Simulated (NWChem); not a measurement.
System: SiH$_{4}$O$_{4}$; SMILES O[Si](O)(O)O

The following NWChem deck was run.

```
start job
memory heap 200 mb stack 900 mb global 1100 mb
geometry units angstroms noautosym nocenter noautoz
  O     -0.264927    -1.379169     0.867021
  Si     0.000000     0.000000     0.000000
  O      1.379169    -0.264927    -0.867021
  O     -1.379169     0.264927    -0.867021
  O      0.264927     1.379169     0.867021
  H      0.542021    -1.832967     1.148635
  H      1.832967     0.542021    -1.148635
  H     -1.832967    -0.542021    -1.148635
  H     -0.542021     1.832967     1.148635
end
basis spherical
  O library def2-svp
  Si library def2-svp
  H library def2-svp
end
dft
  xc m05-2x
  iterations 150
end
cosmo
  do_cosmo_smd true
  solvent ether
end
task dft energy
```

Excerpt of the output:

```
             Northwest Computational Chemistry Package (NWChem) 7.3.0
             --------------------------------------------------------

                             Geometry "geometry" -> ""
                             -------------------------

 Output coordinates in angstroms (scale by  1.889725989 to convert to a.u.)

  No.       Tag          Charge          X              Y              Z
 ---- ---------------- ---------- -------------- -------------- --------------
    1 O                    8.0000    -0.26492700    -1.37916900     0.86702100
    2 Si                  14.0000     0.00000000     0.00000000     0.00000000
    3 O                    8.0000     1.37916900    -0.26492700    -0.86702100
    4 O                    8.0000    -1.37916900     0.26492700    -0.86702100
    5 O                    8.0000     0.26492700     1.37916900     0.86702100
    6 H                    1.0000     0.54202100    -1.83296700     1.14863500
    7 H                    1.0000     1.83296700     0.54202100    -1.14863500
    8 H                    1.0000    -1.83296700    -0.54202100    -1.14863500
    9 H                    1.0000    -0.54202100     1.83296700     1.14863500

 Effective nuclear repulsion energy (a.u.)     267.1879153885

                                 NWChem DFT Module
                                 -----------------

 Summary of "ao basis" -> "ao basis" (spherical)
 ------------------------------------------------------------------------------
       Tag                 Description            Shells   Functions and Types
 ---------------- ------------------------------  ------  ---------------------
 O                          def2-svp                 6       14   3s2p1d
 Si                         def2-svp                 8       18   4s3p1d
 H                          def2-svp                 3        5   2s1p

 in cosmo_initialize ...
 calling solv_data for solv:ether

 solvent parameters
 solvname_short: ether
 solvname_long:  diethyl ether
 dielec:        4.2400
 dielecinf:     1.8295
 nonaqueous SMD model solvent descriptors
 dielec:        4.2400
 sola:          0.0000
 solb:          0.4100
 solc:          0.0000
 solg:         23.9600
 solh:          0.0000
 soln:          1.3526

          ---------------
          -cosmo- solvent
          ---------------
 Cosmo: York-Karplus, doi: 10.1021/jp992097l
 dielectric constant -eps-     =   4.24
 screen = (eps-1)/(eps    )    =   0.76415
 surface charge correction     = lagrangian

   van der Waals surface
 --------------------------

 ---------- ATOMIC COORDINATES (A.U.) ------------ VDWR(ANG.) --
     1   -0.50063944   -2.60625150    1.63843212     2.294
     2    0.00000000    0.00000000    0.00000000     2.470
     3    2.60625150   -0.50063944   -1.63843212     2.294
     4   -2.60625150    0.50063944   -1.63843212     2.294
     5    0.50063944    2.60625150    1.63843212     2.294
     6    1.02427117   -3.46380538    2.17060541     1.200
     7    3.46380538    1.02427117   -2.17060541     1.200
     8   -3.46380538   -1.02427117   -2.17060541     1.200
     9   -1.02427117    3.46380538    2.17060541     1.200
 number of segments per atom =        128
 number of   points per atom =        128
 atom (   nspa,  nppa )
 ----------------------
    1 (     76,     0 )       0
    2 (     12,     0 )       0
    3 (     76,     0 )       0
    4 (     76,     0 )       0
    5 (     76,     0 )       0
    6 (      1,     0 )       0
    7 (      1,     0 )       0
    8 (      1,     0 )       0
    9 (      1,     0 )       0
 number of -cosmo- surface points =      320
 molecular surface =    147.032 angstrom**2
 molecular volume  =    149.031 angstrom**3
 -lineq- algorithm             =   0
 -bem- low  level              =   3
 -bem- from -octahedral-
 gaussian surface charge width =   4.50000
 degree of switching           =   1.00000
 switching function tolerance  =   0.00010
 atomic radii =
 --------------
    1  8.000  2.294
    2 14.000  2.470
    3  8.000  2.294
    4  8.000  2.294
    5  8.000  2.294
    6  1.000  1.200
    7  1.000  1.200
    8  1.000  1.200
    9  1.000  1.200
 ...... end of -cosmo- initialization ......

 nat:                     9
 ixmem:                  4523
 calling mnsol_interface()
 G(SMD-CDS) energy (kcal/mol)  =    -2.916
 SMD-CDS SASA (angstrom**2)    =   132.453

            General Information
            -------------------
          SCF calculation type: DFT
          Wavefunction type:  closed shell.
          No. of atoms     :     9
          No. of electrons :    50
           Alpha electrons :    25
            Beta electrons :    25
          Charge           :     0
          Spin multiplicity:     1
          Use of symmetry is: off; symmetry adaption is: off
          Maximum number of iterations: 150
          AO basis - number of functions:    94
                     number of shells:    44
          Convergence on energy requested:  1.00D-06
          Convergence on density requested:  1.00D-05
          Convergence on gradient requested:  5.00D-04

              XC Information
              --------------
                       M05-2X Method XC Functional
                     Hartree-Fock (Exact) Exchange  0.560
                M05-2X metaGGA Exchange Functional  0.440
                      M05-2X Correlation Potential  1.000

             Grid Information
             ----------------
          Grid used for XC integration:  medium
          Radial quadrature: Mura-Knowles
          Angular quadrature: Lebedev.
          Tag              B.-S. Rad. Rad. Pts. Rad. Cut. Ang. Pts.
          ---              ---------- --------- --------- ---------
          O                   0.60       49          10.0       434
          Si                  1.10       88           8.0       590
          H                   0.35       45          10.0       434
          Grid pruning is: on
          Number of quadrature shells:   464
          Spatial weights used:  Erf1

      Superposition of Atomic Density Guess
      -------------------------------------

 Sum of atomic energies:        -589.50027584

      Non-variational initial energy
      ------------------------------

 Total energy =    -591.089207
 1-e energy   =   -1345.830210
 2-e energy   =     487.553088
 HOMO         =      -0.483166
 LUMO         =       0.028757

   convergence    iter        energy       DeltaE   RMS-Dens  Diis-err
 ---------------- ----- ----------------- --------- --------- ---------
     COSMO gas phase
 d= 0,ls=0.0,diis     1   -592.5022577391 -8.60D+02  1.16D-02  1.19D+00
 d= 0,ls=0.0,diis     2   -592.5329594439 -3.07D-02  5.26D-03  1.06D+00
 d= 0,ls=0.0,diis     3   -592.6257437402 -9.28D-02  5.17D-04  9.53D-03
 d= 0,ls=0.0,diis     4   -592.6266106479 -8.67D-04  1.04D-04  9.61D-05
 d= 0,ls=0.0,diis     5   -592.6266255585 -1.49D-05  2.89D-05  3.53D-06
 d= 0,ls=0.0,diis     6   -592.6266262733 -7.15D-07  7.86D-06  4.30D-07

   convergence    iter        energy       DeltaE   RMS-Dens  Diis-err
 ---------------- ----- ----------------- --------- --------- ---------
     COSMO solvation phase
 d= 0,ls=0.0,diis     1   -592.6388495486 -1.22D-02  3.70D-04  8.21D-04
 d= 0,ls=0.0,diis     2   -592.6390303636 -1.81D-04  1.02D-04  1.44D-04
 d= 0,ls=0.0,diis     3   -592.6390409973 -1.06D-05  4.38D-05  5.20D-05
 d= 0,ls=0.0,diis     4   -592.6390460837 -5.09D-06  1.22D-05  1.57D-06
 d= 0,ls=0.0,diis     5   -592.6390462831 -1.99D-07  3.34D-06  6.38D-08

         Total DFT energy =     -592.639046283127
      One electron energy =    -1350.539056638713
           Coulomb energy =      547.770007185486
    Exchange-Corr. energy =      -56.958683613425
 Nuclear repulsion energy =      267.187915388513

             COSMO energy =       -0.099228604988

 Numeric. integr. density =       49.999987653117

                                COSMO-SMD solvation results
                                ---------------------------

             internal energy in gas <Psi(g)|H|Psi(g)> =      -592.626626273290
         internal energy in solvent <Psi(s)|H|Psi(s)> =      -592.626426828398
                               delta internal energy  =         0.000199444892 (    0.13 kcal/mol)
   total free energy in solvent <Psi(s)|H+V/2|Psi(s)> =      -592.634399598379
 polarization energy contribution <Psi(s)|V/2|Psi(s)> =        -0.007972769981 (   -5.00 kcal/mol)
    total free energy in solvent including G(SMD-CDS) =      -592.639046283127
                       G(SMD-CDS) energy contribution =        -0.004646684748 (   -2.92 kcal/mol)
     1 M fixed-concentration free energy of solvation =        -0.012420009836 (   -7.79 kcal/mol)

                       DFT Final Molecular Orbital Analysis
                       ------------------------------------

 Vector   23  Occ=2.000000D+00  E=-4.174543D-01
              MO Center=  5.7D-09, -4.2D-09, -1.2D-08, r^2= 3.3D+00
   Bfn.  Coefficient  Atom+Function         Bfn.  Coefficient  Atom+Function
  ----- ------------  ---------------      ----- ------------  ---------------
     6      0.283769  1 O  pz                38      0.283769  3 O  pz
    52      0.283769  4 O  pz                66      0.283769  5 O  pz
     9      0.193967  1 O  pz                41      0.193967  3 O  pz
    55      0.193967  4 O  pz                69      0.193967  5 O  pz
    27      0.127293  2 Si pz                32      0.124327  2 Si d  2

 Vector   24  Occ=2.000000D+00  E=-3.902331D-01
              MO Center=  2.2D-09, -2.4D-09,  6.7D-01, r^2= 2.9D+00
   Bfn.  Coefficient  Atom+Function         Bfn.  Coefficient  Atom+Function
  ----- ------------  ---------------      ----- ------------  ---------------
     6      0.325160  1 O  pz                66     -0.325160  5 O  pz
     5      0.276307  1 O  py                65      0.276307  5 O  py
     9      0.253467  1 O  pz                69     -0.253467  5 O  pz
     8      0.212540  1 O  py                68      0.212540  5 O  py
    37     -0.117042  3 O  py                51     -0.117042  4 O  py

 Vector   25  Occ=2.000000D+00  E=-3.902331D-01
              MO Center=  3.2D-08, -8.0D-09, -6.7D-01, r^2= 2.9D+00
   Bfn.  Coefficient  Atom+Function         Bfn.  Coefficient  Atom+Function
  ----- ------------  ---------------      ----- ------------  ---------------
    38      0.325160  3 O  pz                52     -0.325160  4 O  pz
    36      0.276307  3 O  px                50      0.276307  4 O  px
    41      0.253467  3 O  pz                55     -0.253467  4 O  pz
    39      0.212540  3 O  px                53      0.212540  4 O  px
     4     -0.117042  1 O  px                64     -0.117042  5 O  px

 Vector   26  Occ=0.000000D+00  E= 8.405181D-02
              MO Center=  9.7D-10, -9.3D-09,  3.2D-09, r^2= 6.3D+00
   Bfn.  Coefficient  Atom+Function         Bfn.  Coefficient  Atom+Function
  ----- ------------  ---------------      ----- ------------  ---------------
    18      0.841088  2 Si s                  3     -0.494023  1 O  s
    35     -0.494023  3 O  s                 49     -0.494023  4 O  s
    63     -0.494023  5 O  s                 76      0.432496  6 H  s
    81      0.432496  7 H  s                 86      0.432496  8 H  s
    91      0.432496  9 H  s                  2     -0.132050  1 O  s

 Vector   27  Occ=0.000000D+00  E= 1.439008D-01
              MO Center= -1.6D-08,  1.4D-07,  9.0D-01, r^2= 6.9D+00
   Bfn.  Coefficient  Atom+Function         Bfn.  Coefficient  Atom+Function
  ----- ------------  ---------------      ----- ------------  ---------------
    76      0.898869  6 H  s                 91     -0.898869  9 H  s
     3     -0.599430  1 O  s                 63      0.599430  5 O  s
    81      0.305954  7 H  s                 86     -0.305954  8 H  s
     7     -0.237046  1 O  px                67     -0.237046  5 O  px
    35     -0.207245  3 O  s                 49      0.207245  4 O  s

 Vector   28  Occ=0.000000D+00  E= 1.439008D-01
              MO Center= -1.0D-07, -7.9D-09, -9.0D-01, r^2= 6.9D+00
   Bfn.  Coefficient  Atom+Function         Bfn.  Coefficient  Atom+Function
  ----- ------------  ---------------      ----- ------------  ---------------
    81      0.898869  7 H  s                 86     -0.898869  8 H  s
    35     -0.599430  3 O  s                 49      0.599430  4 O  s
    76     -0.305954  6 H  s                 91      0.305954  9 H  s
    40     -0.237046  3 O  py                54     -0.237046  4 O  py
     3      0.207245  1 O  s                 63     -0.207245  5 O  s

     Multipole analysis of the density
     ---------------------------------

     L   x y z        total         alpha         beta         nuclear
     -   - - -        -----         -----         ----         -------
     0   0 0 0     -0.000000    -25.000000    -25.000000     50.000000

     1   1 0 0     -0.000000     -0.000000     -0.000000      0.000000
     1   0 1 0     -0.000000     -0.000000     -0.000000     -0.000000
     1   0 0 1     -0.000000     -0.000000     -0.000000      0.000000

     2   2 0 0    -24.046987    -81.416067    -81.416067    138.785146
     2   1 1 0     -0.000000     -0.000000     -0.000000      0.000000
     2   1 0 1      0.000000      0.000000      0.000000      0.000000
     2   0 2 0    -24.046987    -81.416067    -81.416067    138.785146
     2   0 1 1      0.000000      0.000000      0.000000      0.000000
     2   0 0 2    -25.137827    -64.943326    -64.943326    104.748825
```

Level: M05-2X/def2-SVP, SMD on the gas-phase geometry. Structure relaxed at the B3LYP/6-31G* (spherical d) level. Solvent: diethyl ether.
